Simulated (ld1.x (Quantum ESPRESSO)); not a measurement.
## Before and after: PAW potential for silver

Ag (Z = 47), PAW, made with ld1.x (Quantum ESPRESSO) 7.5 (PBE, scalar-relativistic). Core [Kr], reference 4d9 5s2 5p0. Waves: 5s (bound): rcut 1.90, rcutus 2.10 bohr; 5s channel at 0.65 Ry: rcut 1.90, rcutus 2.10 bohr; 5p (bound, empty): rcut 2.80, rcutus 3.00 bohr; 5p channel at 2.1 Ry: rcut 2.80, rcutus 3.00 bohr; 4d (bound): rcut 1.35, rcutus 1.50 bohr; 4d channel at 1 Ry: rcut 1.35, rcutus 1.50 bohr. Local part: all-electron potential smoothed inside 2.30 bohr (lloc = -1). Core correction: Bessel-smoothed model core inside 0.75 bohr. Augmentation charge: BESSEL, radius 1.55 bohr.

All-electron outer shells of the reference configuration (PBE, scalar-relativistic, ld1.x):

```tsv
shell	level (eV)	outermost node (bohr)	outermost maximum (bohr)
4s	-99.20	0.44	0.82
4p	-62.55	0.44	0.87
4d	-10.71	0.43	1.03
5s	-5.55	1.10	2.40
5p	-1.23	1.24	3.40
```

Change: reference 4d10 5s0 5p1.

Cutoffs: the cutoffs (Ry, on a coarse ladder) from which the occupation-weighted sum of valence levels, in a spherical-Bessel basis at the reference potential, stays within 10 and 1 mRy of its value at 400 Ry; they do not see the model core or the augmentation charge, which bear on the density cutoff. Errors are all-electron minus pseudo energies relative to the spin-unpolarised reference configuration.

**Question.** What does the change do?

**Answer.** The potential gets neither clearly harder nor softer (50 Ry and 90 Ry → 50 Ry and 90 Ry); the range in which the s phases agree widens (upper end 1.1 → 2.6); neither file shows a bound ghost at the reference potential, the only one tested.

```tsv
quantity	base	changed
cutoff, loose	50 Ry	50 Ry
cutoff, tight	90 Ry	90 Ry
bound ghosts	none	none
largest error over its own tests, meV	-634	-349
s: phases at 3.26 bohr within 0.05 rad from the reference energy up to (Ry; the scan ends near 5)	1.1	2.6
p: phases at 3.26 bohr within 0.05 rad from the reference energy up to (Ry; the scan ends near 5)	3.3	3.3
d: phases at 3.26 bohr within 0.05 rad from the reference energy up to (Ry; the scan ends near 5)	to the end of the scan	to the end of the scan
lowest overlap eigenvalue by channel	s 0.51, p 0.57, d 0.99	s 0.53, p 0.57, d 0.99
```

Changed file: These tests converged, but a pseudo level misses the all-electron one widely, so the file describes the atom poorly there or has found another state: 4d8 5s0 5p0: empty 5s by 5.0 eV (a node warning on the way).
